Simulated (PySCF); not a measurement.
**Telling isomers of C₇H₁₃P apart by NMR**

No solvent, non-relativistic, single conformer, one averaged value for each set of equivalent atoms. PBE0/pcSseg-1 with gauge-including orbitals; GFN2-xTB structure; PySCF.

References, each an isolated molecule treated in the same way: $^{1}$H and $^{13}$C vs TMS. Splittings of carbon signals by F and P are missing where no couplings were computed. Where no couplings were computed, multiplicities follow the n + 1 count of equivalent neighbours, and m marks all less simple cases (inequivalent or close neighbours, rings, F or P nearby). Shifts are as computed. Against solution values, carbons near 30 ppm lie about +3 ppm off and those near 130 ppm about +5 ppm. Of 1211 compounds with measured shifts, 218 miss one by over three times the rms of a fit or turn the order of signals round; such compounds aren't used in these exercises.

(1) Tabulate the signals of `CC(C)P1CC=CC1`, `CP(C1CC1)C1CC1` and their relative energies.

(2) What is the quickest way to tell CC(C)P1CC=CC1 from CP(C1CC1)C1CC1?

## Answers

(1) 
| SMILES | carbon types | δC | δH | E rel. (kcal/mol) |
| --- | --- | --- | --- | --- |
| CC(C)P1CC=CC1 | 3×CH 2×CH2 2×CH3 | 137.2, 36.3, 28.8, 21.5 | 6.06 (m, 2H), 2.55 (m, 4H), 1.36 (m, 1H), 1.01 (m, 6H) | 0.0 |
| CP(C1CC1)C1CC1 | 2×CH 4×CH2 1×CH3 | 17.1, 16.6, 5.0 | 1.27 (m, 3H), 0.70 (m, 4H), 0.48 (m, 2H), 0.31 (m, 4H) | 25.9 |

Energies are electronic energies at PBE0/pcSseg-1 on these geometries, without zero-point or thermal terms, each for the one conformer computed, which needn't be the lowest.

(2) Count the carbon signals: 4 against 3. The first has an alkene CH at 137.2 ppm, the second a three-membered-ring carbon (CH2) at 5.0 ppm. Their most deshielded carbons lie at 137.2 and 17.1 ppm. In the proton spectra the most deshielded non-exchanging signals are 6.06 (m, 2H) and 1.27 (m, 3H).
